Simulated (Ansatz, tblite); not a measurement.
Spin states of the cluster Sn2H2⁻, each relaxed with PBE-D4/def2-TZVPD in Ansatz. Electronic energies in the gas phase.

In the def2 sets Sn takes a core potential; there is no spin–orbit coupling. The xTB rows come from tblite. B3LYP takes the VWN-RPA correlation. HSE06 is defined as in plane-wave codes, on full-range PBE exchange. Correlated methods freeze 8 core orbitals; core or outer-core shells of Sn are correlated, in sets that lack core-valence functions. The structure comes from a short search, and lower isomers may exist.

Doublet geometry (C2 within 0.1 Å):

```csv
atom,x (Å),y (Å),z (Å)
Sn1,0.6720,1.1259,-0.5401
Sn2,-0.9396,-0.9856,0.3960
H3,-0.4593,-2.1810,-0.8814
H4,0.7268,2.0406,1.0256
```

Quartet geometry (C2 within 0.1 Å):

| atom | x (Å) | y (Å) | z (Å) |
| --- | --- | --- | --- |
| Sn1 | 1.520 | 0.430 | 0.234 |
| Sn2 | -0.999 | -1.184 | 0.387 |
| H3 | -2.236 | 0.033 | 0.927 |
| H4 | 1.715 | 0.721 | -1.549 |

⟨S²⟩: doublet 0.76 at PBE0-D4/def2-TZVPD (pure 0.75), quartet 3.76 at PBE0-D4/def2-TZVPD (pure 3.75).

Run but left out: HF/STO-3G, HF/def2-TZVPD, HF/def2-TZVPPD, MP2/def2-TZVPD, MP2/def2-TZVPPD, CCSD/def2-TZVPPD, CCSD(T)/def2-TZVPPD (doublet: ⟨S²⟩ 1.55 to 1.62, where a pure state has 0.75).

Only these spin states were relaxed.

| level | quartet − doublet (kJ/mol) | lowest of these | remarks |
| --- | --- | --- | --- |
| GFN1-xTB | 195.5 | doublet | – |
| GFN2-xTB | 184.3 | doublet | – |
| r2SCAN-D4/def2-TZVPD | 54.1 | doublet | HOMO above zero (doublet), HOMO above zero (quartet) |
| BHLYP-D4/def2-TZVPD | 60.7 | doublet | – |
| CAM-B3LYP-D4/def2-TZVPD | 62.8 | doublet | – |
| ωB97M-V/def2-TZVPD | 59.3 | doublet | – |

**Question.** Estimate the rows for PBE-D4/def2-TZVPD, B3LYP-D4/def2-TZVPD, PBE0-D4/def2-TZVPD, HSE06-D4/def2-TZVPD, RPA@PBE/def2-TZVPD.

**Answer.** 
```tsv
level	quartet − doublet (kJ/mol)	lowest of these	remarks
PBE-D4/def2-TZVPD	69.8	doublet	HOMO above zero (doublet), HOMO above zero (quartet)
B3LYP-D4/def2-TZVPD	71.5	doublet	HOMO above zero (quartet)
PBE0-D4/def2-TZVPD	59.4	doublet	–
HSE06-D4/def2-TZVPD	59.3	doublet	HOMO above zero (quartet)
RPA@PBE/def2-TZVPD	68.5	doublet	–
```

The xTB methods have no term that favours high spin, so they put low spin too low.
